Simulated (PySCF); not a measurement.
Zr(F)3(OSiH3) (F3H3OSiZr), SMILES [F][Zr]([F])([F])[O][SiH3], multiplicity 1. Atoms are numbered in the order given.

```xyz
9

Zr     0.0000     0.0000     0.6655
F     -0.2593     1.7870     1.2943
F      1.6772    -0.6690     1.2943
F     -1.4180    -1.1181     1.2943
O      0.0000     0.0000    -1.2644
Si     0.0000     0.0000    -2.9404
H      0.2328    -1.3870    -3.4290
H      1.0848     0.8951    -3.4290
H     -1.3176     0.4919    -3.4290
```

The structure is a stationary point at B3LYP-D3(BJ)/def2-SVP. The multiplicity is an assumed one; no other spin state was optimised. The structure was generated by enumeration; whether it is a known compound was not checked. The def2 effective core potentials stand for the cores of Zr; spin–orbit coupling is left out. The values are those of a single conformer.

Level of theory: PySCF with PBE/def2-TZVP.

ESP charges are fitted to the potential on shells at 1.4 to 2.0 van der Waals radii. Atomic charges (e):

```tsv
atom	Mulliken	ESP fit	Löwdin
Zr1	1.63	___	0.77
F2	-0.42	-0.41	-0.22
F3	-0.42	-0.41	-0.22
F4	-0.42	-0.41	-0.22
O5	-0.58	___	-0.17
Si6	0.27	0.32	0.16
H7	-0.02	___	-0.03
H8	-0.02	___	-0.03
H9	-0.02	___	-0.03
```

What belongs in the gaps? (Estimate from the structure and the level; the computed values follow.)


- Zr1, ESP fit: 1.57
- O5, ESP fit: -0.52
- H7, ESP fit: -0.05
- H8, ESP fit: -0.05
- H9, ESP fit: -0.05
